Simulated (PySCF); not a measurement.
Structure from 2D NMR

Compound of formula C6H11FOSi. Correlations simulated from computed shifts and the bond graph:

HSQC (one-bond C–H):
```csv
δH,δC
6.99,148.5
6.12,118.9
5.43,127.7
3.91,54.2
2.20,17.0
```

COSY cross peaks (H two or three bonds apart, from the bond graph; peaks can be absent where the dihedral angle is near 90°):
```csv
δH,δH
6.99,6.12
6.99,5.43
5.43,5.15
```

HMBC (two and three bonds, from the bond graph):
```csv
δH,δC
6.99,"173.7, 127.7, 118.9"
6.12,"173.7, 148.5, 127.7, 17.0"
5.43,"148.5, 118.9"
5.15,"148.5, 127.7, 54.2"
2.20,"173.7, 118.9"
```

Carbons without hydrogens: δ 173.7.

Averaged over atoms made equivalent by symmetry, fast rotation or ring inversion, a single conformation, no relativistic terms, gas phase. GFN2-xTB structure; σ from GIAO-PBE0/pcSseg-1; PySCF 2.14.0 with density-fitted response routines.

Referencing at the same level of theory: TMS for 1H (31.72 ppm), 13C (186.93 ppm).

Exchangeable hydrogens are left out of these lists.

**Question.** Assemble the structure.

**Answer.** SMILES CO[SiH2]/C=C/C=C(\C)F.

Atoms are numbered as in `[CH3:1][O:2][SiH2:3]/[CH:4]=[CH:5]/[CH:6]=[C:7](\[CH3:8])[F:9]`. Each H is labelled by its parent atom.

- δC 173.7 is C7, a fully substituted alkene carbon.
- δC 148.5 is C5, an alkene CH (δH 6.99).
- δC 127.7 is C4, an alkene CH (δH 5.43).
- δC 118.9 is C6, an alkene CH (δH 6.12).
- δC 54.2 is C1, a methyl carbon bonded to O (δH 3.91).
- δC 17.0 is C8, an allylic methyl carbon (δH 2.20).
- HMBC from δH 6.99 reaches the proton-free carbon C7.
- HMBC from δH 6.12 reaches the proton-free carbon C7.
- HMBC from δH 2.20 reaches the proton-free carbon C7.
- COSY links 6.99–6.12, 6.99–5.43, 5.43–5.15.

This is the structure that produced the data.

Shifts are as computed. Against solution values, carbons near 30 ppm lie about +3 ppm off and those near 130 ppm about +5 ppm. Of 1211 compounds with measured shifts, 218 miss one by over three times the rms of a fit or turn the order of signals round; such compounds aren't used in these exercises.
